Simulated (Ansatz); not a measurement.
Ansatz (an electronic-structure program) input file for pentane (C5H12), SMILES CCCCC, PBE/def2-SVPD. Geometry: B3LYP-D3(BJ)/def2-SVP. The values are those of a single conformer.

Ansatz 0.2 input:
```yaml
crystal:
  periodic: [false, false, false]
  atoms:
    - {symbol: C, position_ang: [2.37252029, 0.52602054, 0.32257840]}
    - {symbol: C, position_ang: [0.98852040, -0.09922349, 0.49176269]}
    - {symbol: C, position_ang: [0.09044697, 0.08987297, -0.73375936]}
    - {symbol: C, position_ang: [-1.28626215, -0.57725195, -0.63201196]}
    - {symbol: C, position_ang: [-2.18858705, -0.00479838, 0.46237308]}
    - {symbol: H, position_ang: [2.90655531, 0.08789119, -0.53724238]}
    - {symbol: H, position_ang: [2.99924290, 0.37665583, 1.21611447]}
    - {symbol: H, position_ang: [2.29954060, 1.61196879, 0.14420091]}
    - {symbol: H, position_ang: [1.09195221, -1.18018435, 0.69899533]}
    - {symbol: H, position_ang: [0.50096435, 0.33258168, 1.38269126]}
    - {symbol: H, position_ang: [-0.04203771, 1.17205447, -0.92196516]}
    - {symbol: H, position_ang: [0.61558345, -0.30680192, -1.62128655]}
    - {symbol: H, position_ang: [-1.79761126, -0.48291433, -1.60571045]}
    - {symbol: H, position_ang: [-1.15070502, -1.66187066, -0.46719546]}
    - {symbol: H, position_ang: [-3.18245610, -0.47978194, 0.45053645]}
    - {symbol: H, position_ang: [-1.76463342, -0.15752620, 1.46751931]}
    - {symbol: H, position_ang: [-2.33622600, 1.08020935, 0.32768531]}
basis:
  gaussian:
    orbitals: def2-SVPD
hamiltonian:
  xc: {name: PBE}
```

Log of the run:

```
WARN ansatz: RAYON_NUM_THREADS=2 ignored (pool sized by the plan → 2); use --threads N
Functional definition: PBE
integrals: 0.12 GiB planned
1613 factors; their error is unknown
mean field: 0.95 GiB planned
mean field evaluation 1: about -5353.6854 eV, gradient 7.9e1 eV
mean field evaluation 2: about -5322.8755 eV, gradient 1.3e2 eV
mean field evaluation 4: about -5369.8420 eV, gradient 7.9e0 eV
mean field evaluation 8: about -5369.9820 eV, gradient 3.1e-1 eV
mean field evaluation 16: about -5369.8878 eV, gradient 3.3e-4 eV
mean field -5369.88779423 eV, -197.3397365972 hartree, gradient 5.7e-5 eV, S^2 0.000000; 0 other end points of the search recorded, 0 dependent functions left out
reference -5369.88784731 eV, -197.3397385481 hartree; 21, 21 occupied and 175, 175 virtual orbitals, 1613 factors
Total energy: -5369.88784731 eV, -197.3397385481 hartree
```

The calculation finished and met its thresholds.

Cost: roughly 5 core-seconds.
